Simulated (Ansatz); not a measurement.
Total energies of the cluster In₅P₅ from Ansatz at PBE0-D4/def2-SVP, gas phase (1 Eh = 27.2114 eV = 2625.5 kJ/mol). The reference geometry is relaxed at PBE-D4/def2-SVP.

| atom | x (Å) | y (Å) | z (Å) |
| --- | --- | --- | --- |
| In1 | -3.4863 | -0.9877 | 1.1475 |
| In2 | 1.3740 | -1.8111 | 2.0916 |
| In3 | -1.9902 | 0.7272 | -1.1789 |
| In4 | 0.8292 | 3.1871 | -0.7240 |
| In5 | 0.9936 | -2.0763 | -1.9139 |
| P6 | 1.2291 | 1.0898 | 1.4051 |
| P7 | 2.1116 | 0.5126 | -0.5347 |
| P8 | -0.7886 | 0.2140 | 1.5234 |
| P9 | 0.5547 | 0.7075 | -2.0650 |
| P10 | -0.8270 | -1.5631 | 0.2489 |

```json
{"state": "charge 0 singlet", "geometry": "reference", "energy (Eh)": "-2656.58570"}
{"state": "charge 1 doublet", "geometry": "reference", "energy (Eh)": "-2656.34518"}
{"state": "charge -1 doublet", "geometry": "reference", "energy (Eh)": "-2656.64999"}
{"state": "charge -1 doublet", "geometry": "relaxed at PBE-D4/def2-SVP", "energy (Eh)": "-2656.66847"}
{"state": "free In atom (doublet)", "geometry": "–", "energy (Eh)": "-190.10951"}
{"state": "free P atom (quartet)", "geometry": "–", "energy (Eh)": "-341.02153"}
```

In the def2 sets In takes a core potential; there is no spin–orbit coupling.

(1) Work out the vertical ionisation energy to the doublet.

(2) Work out the vertical electron affinity, to the doublet.

(3) Give the fundamental gap IE − EA, the Mulliken electronegativity (IE + EA)/2 and the hardness (IE − EA)/2.

(4) How much does the charge -1 doublet relax, and what is the adiabatic electron affinity?

(5) What is the binding energy per atom against free atoms?

(1) E(charge 1 doublet) − E(charge 0 singlet) = -2656.34518 − (-2656.58570) = 0.24052 Eh = 6.54 eV. For comparison, −ε of the highest occupied level is 5.35 eV at this level, 1.19 eV less.

(2) E(charge 0 singlet) − E(charge -1 doublet) = -2656.58570 − (-2656.64999) = 0.06429 Eh = 1.75 eV. The basis lacks diffuse functions, which makes affinities too small.

(3) From the values in Eh: IE − EA = 0.24052 − 0.06429 = 0.17623 Eh = 4.80 eV; (IE + EA)/2 = 4.15 eV; (IE − EA)/2 = 2.40 eV. The HOMO–LUMO gap of the same run is 2.47 eV, 2.33 eV smaller than the fundamental gap.

(4) Relaxation: -2656.64999 − (-2656.66847) = 0.01848 Eh = 0.50 eV. Adiabatic electron affinity: 0.08277 Eh = 2.25 eV, without zero-point energy. 

(5) Atoms: 5 × (-190.10951) + 5 × (-341.02153) = -2655.65520 Eh. Binding: -2655.65520 − (-2656.58570) = 0.93050 Eh = 25.32 eV, or 2.53 eV for each of 10 atoms (no zero-point energy, no counterpoise term).

The restricted singlet is unstable towards broken spin symmetry in Hartree–Fock (as tested in another run); at PBE0-D4/def2-SVP this wasn't settled.  

The structure comes from a short search, and lower isomers may exist.
